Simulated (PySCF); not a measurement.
# Computed beside measured shifts

System: Phenpropyldiphenylphosphine (C21H21P), SMILES c1ccc(CCCP(c2ccccc2)c2ccccc2)cc1.

Atom-mapped SMILES (hydrogens are numbered by the atom that bears them): [cH:1]1[cH:2][cH:3][c:4]([CH2:5][CH2:6][CH2:7][P:8]([c:9]2[cH:10][cH:11][cH:12][cH:13][cH:14]2)[c:15]2[cH:16][cH:17][cH:18][cH:19][cH:20]2)[cH:21][cH:22]1

Method: GIAO KT3/pcSseg-2, gas phase, PySCF SCF with an in-house response code, fitting set def2-universal-JFIT, grid level 2, non-relativistic, geometry: PBE0-D3(BJ)/def2-SVP.

One optimised conformer. Values are averaged over the atoms that symmetry or fast rotation interchanges, on this one geometry and without vibrational averaging. Shifts are the reference shielding less the shielding here, at the same level (13C, 1H against isolated TMS; 31P against isolated H3PO4); nuclei without a reference have shieldings only.

Q: What shifts does this level give for P8, and how do they compare with measurement?

A: 
```tsv
atom	nucleus	computed / ppm	measured / ppm	computed less measured	measured against	medium of the measurement
P8	31P	-16.9	-16.6	-0.3	85 % H3PO4	CDCl3
```

Computed 19F and 31P shifts carry an offset from the reference molecule (CFCl3 is hard for DFT, lone H3PO4 or PH3 isn't the 85 % acid), so differences between compounds are more accurate than the values.

Measured values: supporting information or article, doi 10.1039/d2dt02654f.
